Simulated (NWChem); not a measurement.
Two isomers of CH7FSi2, each optimised at PBE0/def2-SVP with NWChem. 

A: C[Si@@H](F)[SiH3]
B: FC([SiH3])[SiH3]

Q: Which is lower in energy, by how much, and how do their other properties compare?

A: A is lower by 57.3 kcal/mol in electronic energy; with zero-point energies, B − A = 54.8 kcal/mol.
```json
[
 {"": "highest occupied level (eV)", "A": "-8.10", "B": "-8.29"},
 {"": "orbital gap (eV)", "A": "8.12", "B": "8.77"},
 {"": "dipole (D)", "A": "1.73", "B": "1.37"},
 {"": "highest harmonic frequency (cm⁻¹)", "A": "3171", "B": "3052"},
 {"": "zero-point energy (kcal/mol)", "A": "45.9", "B": "43.4"}
]
```
